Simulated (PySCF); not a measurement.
**Zn²⁺: excitation energy**

Zn²⁺ [Ar] 3d10 (1S) → Zn²⁺ [Ar] 3d9 4s1 (3D), as a difference of total energies. Calculation: PySCF 2.14, in aug-cc-pVTZ-PP with ECP10MDF (6s6p5d3f2g, 88 functions); a scalar-relativistic core potential. Correlated levels: valence: 3s2 3p6 frozen. The calculations carry no spin-orbit coupling.

| method | excitation energy (eV) |
| --- | --- |
| UHF | 8.014 |
| LDA | 9.593 |
| PBE | 9.204 |
| PBE0 | 9.147 |
| r2SCAN | 8.796 |
| r2SCANh | 8.809 |
| CAM-B3LYP | 8.968 |
| BLYP | 8.872 |
| B3LYP | 8.923 |
| MP2 (valence) | 10.187 |
| SCS-MP2 (valence) | 10.009 |

**Question.** How much does correlation contribute at MP2 (valence)?

**Answer.** 10.187 − (8.014) = 2.173 eV, measured against UHF.
